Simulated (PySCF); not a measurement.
BGeH2NO, BGeH2O2 (calculated)

Computed with PySCF 2.14.0. Calculation on a computer-drawn molecule: optimised geometry and harmonic frequencies of an isolated molecule of the commonest isotopes, restricted reference for singlets and unrestricted otherwise, frozen core in MP2; on germanium a core potential holds 10 electrons, which the energies leave out, and 3d is frozen in MP2 and coupled-cluster steps.

Common to all runs: multiplicity 1; basis cc-pVDZ; basis and core potential on germanium cc-pVDZ-PP ECP10MDF.

(1) BGeH2NO

Start structure:
```xyz
6
BGeH2NO
O     -1.5532     1.3233     0.0568
B     -0.6733     0.5500    -0.1873
N      0.3534    -0.3473    -0.4723
Ge     2.0805     0.0505    -1.0605
H      0.1245    -1.3165    -0.3418
H      1.8209     1.6097    -1.0649
```

```
charge                                        : 0
method                                        : MP2
rotational constants                          : 28.57, 1.89, 1.773 GHz
total energy                                  : -449.1293 hartree
convergence status largest gradient component : 1.311e-05 hartree/bohr
```

Drawn bonds:
| atom | other atom | order |
| --- | --- | --- |
| 1 | 2 | 2 |
| 2 | 3 | 1 |
| 3 | 4 | 1 |
| 3 | 5 | 1 |
| 4 | 6 | 1 |

Optimised structure:
```xyz
6
BGeH2NO
O     -1.5489     1.3697     0.0526
B     -0.6609     0.5578    -0.1918
N      0.3645    -0.3712    -0.4745
Ge     2.0979     0.0560    -1.0666
H      0.1285    -1.3546    -0.3409
H      1.7717     1.6120    -1.0488
```

Modes:
| frequency (cm⁻¹) | reduced mass (dalton) |
| --- | --- |
| 137.3 | 8.815 |
| 217.9 | 1.389 |
| 443.7 | 10.96 |
| 506.7 | 10.55 |
| 597.9 | 3.008 |
| 653.1 | 1.062 |
| 831.6 | 1.319 |
| 988.2 | 3.512 |
| 1216 | 1.435 |
| 1974 | 1.098 |
| 2003 | 6.548 |
| 3617 | 1.075 |

(2) BGeH2O2

Start structure:
```xyz
6
BGeH2O2
O     -2.5617     1.6381     3.7465
B     -1.9090     1.4992     2.8506
Ge    -0.8071     1.1998     1.1097
O     -1.7185     0.2137     0.0356
H      0.6099     1.5708     0.6024
H     -1.6695    -0.1426    -0.8104
```

```
charge                                        : 1
method                                        : HF
rotational constants                          : 15.86, 2.587, 2.224 GHz
total energy                                  : -468.7151 hartree
convergence status largest gradient component : 1.819e-05 hartree/bohr
```

Drawn bonds:
| atom | other atom | order |
| --- | --- | --- |
| 1 | 2 | 2 |
| 2 | 3 | 1 |
| 3 | 4 | 1 |
| 3 | 5 | 1 |
| 4 | 6 | 1 |

Optimised structure:
```xyz
6
BGeH2O2
O     -2.4454     1.7245     3.8165
B     -1.9047     1.4856     2.8054
Ge    -0.8974     1.1148     1.0748
O     -1.8081     0.1758     0.0024
H      0.4876     1.5699     0.6921
H     -1.4880    -0.0915    -0.8569
```

Modes:
| frequency (cm⁻¹) | reduced mass (dalton) |
| --- | --- |
| 136 | 7.006 |
| 248.7 | 4.204 |
| 358.6 | 9.253 |
| 461.7 | 14.69 |
| 515.9 | 1.218 |
| 584.6 | 1.187 |
| 764.4 | 1.063 |
| 866.4 | 3.49 |
| 926.6 | 1.471 |
| 2236 | 12.07 |
| 2361 | 1.024 |
| 4047 | 1.069 |
